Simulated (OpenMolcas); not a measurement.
# Levels of O3+ by method

* Program: OpenMolcas 26.06
* Basis: ANO-R3 [4s4p2d1f]
* Scalar Hamiltonian: X2C, finite nucleus
* Active space: 3 electrons in 4 orbitals (2s 2p)
* State averaging: 2S+1 = 4 odd, 1 root; 2S+1 = 2 odd, 11 roots; 2S+1 = 4 even, 3 roots; 2S+1 = 2 even, 9 roots
* Spin-orbit coupling: RASSI with atomic mean-field integrals over the reference wave functions, term energies averaged over their components

Methods on the same reference wave functions:
A. CASSCF
B. SS-CASPT2, IPEA 0.25 Eh, imaginary shift 0.1 Eh (closed shells correlated: 1s)
C. MS-CASPT2, IPEA 0.25 Eh, imaginary shift 0.1 Eh (closed shells correlated: 1s)

Energies in cm-1 above 2s2 2p 2P* 1/2, the measured ground level; measured values from Moore, Selected Tables of Atomic Spectra, NSRDS-NBS 3, section 10.

```json
{"Level": "2s2 2p 2P* 1/2", "A": "0.0", "B": "0.0", "C": "0.0", "Measured": "0.0"}
{"Level": "2s2 2p 2P* 3/2", "A": "351", "B": "351", "C": "353", "Measured": "386"}
{"Level": "2s 2p2 4P 1/2", "A": "65332", "B": "70090", "C": "70110", "Measured": "71440"}
{"Level": "2s 2p2 4P 3/2", "A": "65457", "B": "70210", "C": "70240", "Measured": "71570"}
{"Level": "2s 2p2 4P 5/2", "A": "65665", "B": "70420", "C": "70450", "Measured": "71756"}
{"Level": "2s 2p2 2D 3/2", "A": "132790", "B": "127210", "C": "127240", "Measured": "126950"}
{"Level": "2s 2p2 2D 5/2", "A": "132791", "B": "127220", "C": "127240", "Measured": "126936"}
{"Level": "2s 2p2 2S 1/2", "A": "169221", "B": "164910", "C": "164940", "Measured": "164366"}
{"Level": "2s 2p2 2P 1/2", "A": "191817", "B": "182480", "C": "182510", "Measured": "180481"}
{"Level": "2s 2p2 2P 3/2", "A": "192064", "B": "182730", "C": "182750", "Measured": "180724"}
{"Level": "2p3 4S* 3/2", "A": "228828", "B": "230570", "C": "230590", "Measured": "231538"}
{"Level": "2p3 2D* 3/2", "A": "265367", "B": "256030", "C": "256060", "Measured": "255185"}
{"Level": "2p3 2D* 5/2", "A": "265369", "B": "256030", "C": "256060", "Measured": "255156"}
{"Level": "2p3 2P* 1/2", "A": "301724", "B": "290480", "C": "290530", "Measured": "289015"}
{"Level": "2p3 2P* 3/2", "A": "301742", "B": "290500", "C": "290550", "Measured": "289024"}
```

Deviations, from unrounded energies. A percentage is the sum of absolute deviations over the sum of measured energies, with the sign that they share, or ± where signs differ.

| Against measurement | Levels | A | B | C |
| --- | --- | --- | --- | --- |
| mean absolute deviation (cm-1) | 14 | 7600 | 1100 | 1100 |
| fine structure of the ground term (%) | 1 | -9.0 | -9.0 | -8.6 |
| other configurations (%) | 13 | ±4.6 | ±0.6 | ±0.6 |

B, C lie about equally close to measurement and A furthest from it. The largest miss of B in the table is 2s 2p2 2P 3/2, by +2000 cm-1. The ranking rests on the paired levels alone, and a cruder setting can come out closer through cancelling errors.

Between B and C the level of the table that moves most is 2p3 2P* 1/2, by 54 cm-1 (lowest in B, highest in C). Moves below CASPT2's spread within the term are not significant.

The mean deviations of B to C differ by less than CASPT2's widest spread within a term (490 cm-1), so their order carries little weight.

The lowest spin-free term lies below A's lowest term by 0.048 hartree in B, 0.048 hartree in C.

Term energies are means over components that CASPT2 splits; among the terms shown or strongly mixed into the levels shown the widest spread is 490 cm-1 (2p3 2D*, C). Computed and measured levels are paired by configuration, term and J; levels that our copy of the source lacks, or whose pairing is in doubt (as where it misses far off the trend of its configuration), stay unpaired and out of the deviations. Levels of configurations outside the active space are missing.

* marks odd parity.
